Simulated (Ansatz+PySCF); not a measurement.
Values are calculated unless marked as measured or tabulated.
## PySCF 2.14.0 run

```python
from pyscf import gto, scf, cc

mol = gto.M(atom="""
H 0.000000 0.000000 -3.079940
Be 0.000000 0.000000 0.000000
H 0.000000 0.000000 3.079940
""", basis='6-31g', charge=0, spin=0)
mf = scf.RHF(mol)
mf.kernel()
mycc = cc.CCSD(mf, frozen=None).run()
et = mycc.ccsd_t()
print(mf.e_tot, mycc.e_corr, et, mycc.e_tot + et)
```

The script is written out from the run's settings.

The run gave:

| Property | Result |
| --- | --- |
| Converged | yes |
| Reference energy | -15.40856 hartree |
| CCSD correlation energy | -0.19551 hartree |
| Triples correction | -0.01940 hartree |
| Total energy | -15.62348 hartree |

Caution: large amplitudes, a single reference is doubtful; an unrestricted determinant lies well below.
